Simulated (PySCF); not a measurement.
# Zinc: a sound run and one with changed settings

Sound run: Zn [Ar] 3d10 4s2, Zn⁺ [Ar] 3d10 4s1. Calculation: PySCF 2.14, in x2c-SVPall; the spin-free X2C one-electron Hamiltonian (Gaussian nucleus). In the sound run the correlated levels freeze [Ar]. The sound run starts from symmetry-adapted Hartree-Fock orbitals and uses a fine grid where one is needed.

Changed run: a valence shell is frozen. This setting is unsound on purpose.

```json
{"species": "Zn", "method": "MP2", "sound run (hartree)": "-1794.24252", "changed run (hartree)": "-1793.96170", "converged": "yes"}
{"species": "Zn", "method": "CCSD(T)", "sound run (hartree)": "-1794.23733", "changed run (hartree)": "-1793.97196", "converged": "yes"}
```

Ionisation energy of Zn:

```csv
method,sound run (eV),changed run (eV)
UHF,7.787,7.787
MP2,8.744,8.352
SCS-MP2,8.800,8.465
CCSD,8.917,8.631
CCSD(T),8.993,8.631
CCSDT,n/a,8.631
FCI,n/a,8.631
```

Freezing a valence shell removes pair correlation that changes on ionisation.

For comparison, NIST gives 9.394 eV between the lowest levels.
